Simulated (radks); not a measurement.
Initial-state core-level shifts of the xenon ion Xe3+ when its valence configuration changes from [Kr] 4d10 5s2 5p3. Method: scalar-relativistic Kohn-Sham, BLYP, spin-polarised, spherical densities, finite nucleus; open shells are filled with parallel spins first (spin-orbit coupling, left out, can overturn this in heavy ions); Fermi nuclear charge, rms radius 4.7859 fm; computed with a radial shooting solver on a logarithmic mesh with Libxc functionals. Shifts are changes of the shell-averaged eigenvalues in eV (positive: less bound); the change of the density at the nucleus, which sets a Mossbauer isomer shift, is in e/bohr^3, on a base of 2.808e+05.

| valence | 1s | 2s | 2p | 4s | density at nucleus |
|---|---|---|---|---|---|
| 4d10 5p5 | -2.885 | -2.871 | -2.851 | -2.818 | -203.53 |
| 4d10 5s1.5 5p3.5 | -0.691 | -0.688 | -0.683 | -0.680 | -50.32 |
| 4d9.5 5s2 5p3.5 | -5.333 | -5.646 | -5.632 | -4.369 | +15.22 |
| 4d9 5s1 5p5 | -12.025 | -12.665 | -12.626 | -10.013 | -77.11 |
| 4d10 5s1 5p4 | -1.377 | -1.372 | -1.362 | -1.356 | -101.10 |
| 4d9 5s2 5p4 | -10.702 | -11.341 | -11.314 | -8.714 | +30.61 |
| 4d9.5 5s1 5p4.5 | -6.682 | -6.993 | -6.969 | -5.696 | -89.26 |
| 4d8.5 5s2 5p4.5 | -16.109 | -17.087 | -17.045 | -13.034 | +46.25 |
| 4d9 5s0.5 5p5.5 | -12.733 | -13.371 | -13.326 | -10.703 | -132.17 |
